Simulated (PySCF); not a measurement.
Computed IR spectrum (relative IR intensity) of a molecule C5H4F2. Coordinates come from a PBE0-D3(BJ)/def2-SVP optimisation. One conformer was computed; it need not be the lowest. Level of theory: PBE0-D3(BJ)/def2-SVP in PySCF 2.14.0. No scaling factor is applied to the harmonic values.

Lines under 2 % of the strongest are left out, and lines within 2 cm⁻¹ are merged.

ν (cm⁻¹): 37 (vw), 226 (vw), 592 (w), 740 (w), 774 (m), 923 (m), 1079 (m), 1216 (vs), 1277 (w), 1321 (w), 1429 (vw), 1483 (m), 1768 (s), 2095 (w), 3126 (vw) (against the strongest line: vs over 80 %, s over 45 %, m over 15 %, w over 4 %, vw less)

Identify the compound among the candidates.
(A) C=C=C(F)/C=C\F
(B) C#CCC=C(F)F
(C) C=CC=C=C(F)F
(D) C#C/C=C\C(F)F

A, C=C=C(F)/C=C\F
